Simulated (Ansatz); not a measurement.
Total energies of `[SiH3][N]([SiH3])[In]([Cl])[Cl]`.

Z-matrix (Å, degrees):
```
Si
In 1 3.259
N 1 1.738 2 32.2
H 1 1.487 2 113.5 3 94.0
H 1 1.488 2 131.8 3 -53.7
H 1 1.485 2 78.8 3 -160.2
Cl 2 2.301 1 94.1 3 -173.5
Cl 2 2.302 1 147.5 3 12.2
Si 2 3.257 1 54.8 3 0.1
H 9 1.488 2 133.5 1 -47.6
H 9 1.485 2 80.1 1 -155.5
H 9 1.487 2 110.9 1 98.1
```

Charge 0, multiplicity 1. Correlated methods include outer-core shells of In, which these sets cover unevenly. In takes the def2 core potential. The geometry is a stationary point of PBE0-D4/def2-TZVP. It is one conformer, not always the lowest. Basis def2-TZVPP, Ansatz.

RPA on PBE orbitals: Hartree–Fock energy of these orbitals -1744.16354 Eh, correlation -1.83299 Eh (frozen core).

```
             functional  energy without D4 (Eh)  D4 term (kJ/mol)
            LDA (SPW92)             -1741.99890                 –
                    PBE             -1747.34307             -40.4
                 revPBE             -1747.82926             -95.2
                   BLYP             -1748.01113             -83.6
                 r2SCAN             -1748.03034             -10.1
                 B97M-V             -1747.71287                 –
                   PBE0             -1747.48509             -35.3
                  B3LYP             -1748.24220             -65.6
                r2SCANh             -1748.00821             -11.1
                r2SCAN0             -1747.97696             -12.4
HSE06 (plane-wave form)             -1747.45212             -33.7
                  BHLYP             -1747.99557             -60.1
              CAM-B3LYP             -1748.09564             -37.2
                LC-ωPBE             -1747.66550                 –
                ωB97X-V             -1747.84269                 –
                ωB97M-V             -1747.93780                 –
                 B2PLYP             -1747.34521                 –
               PBE-QIDH             -1746.94720                 –
```

B3LYP takes the VWN-RPA correlation (the form of Gaussian; ORCA's B3LYP/G). HSE06 is the plane-wave form, built on full-range PBE exchange. The double hybrids freeze the cores in their second-order part.

LC-ωPBE has ω = 0.4 bohr⁻¹.
